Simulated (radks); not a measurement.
Effect of the nuclear size on neutral platinum, [Xe] 4f14 5d9 6s1. All-electron calculation, Dirac Kohn-Sham, BLYP, spin-unpolarised, spherical densities, finite nucleus; open shells fill j = l - 1/2 first; Fermi nuclear charge, rms radius 5.427 fm. Program: a radial shooting solver on a logarithmic mesh with Libxc functionals. The rms radius is varied about that value; shifts are against it.

| rms radius (fm) | total energy shift (eV) | density at nucleus (e/bohr^3) | 1s1/2 shift (meV) | 2s1/2 shift (meV) | 5s1/2 shift (meV) | 6s1/2 shift (meV) | 5d5/2 shift (meV) | 6p1/2 (empty) shift (meV) |
|---|---|---|---|---|---|---|---|---|
| 4.3742 | -31.4 | 2.148e+06 | -12600 | -1840 | -20.1 | -1.48 | 0.577 | 0.152 |
| 4.9169 | -15.7 | 2.053e+06 | -6310 | -924 | -10.0 | -0.742 | 0.289 | 0.076 |
| 5.427 | 0 | 1.975e+06 | 0.000 | 0.000 | 0.000 | 0.000 | 0.000 | 0.000 |
| 5.8232 | 12.9 | 1.922e+06 | 5160 | 756 | 8.22 | 0.607 | -0.236 | -0.062 |
| 6.5667 | 38.4 | 1.833e+06 | 15400 | 2260 | 24.6 | 1.81 | -0.707 | -0.186 |

Slopes of the eigenvalues against <r^2> in GHz/fm^2, as finite differences over the two radii next to the reference (eigenvalue slopes, not the field-shift constants of lines): 1s1/2 285000, 2s1/2 41700, 5s1/2 454, 6s1/2 33.5, 5d5/2 -13.0, 6p1/2 (empty) -3.44.
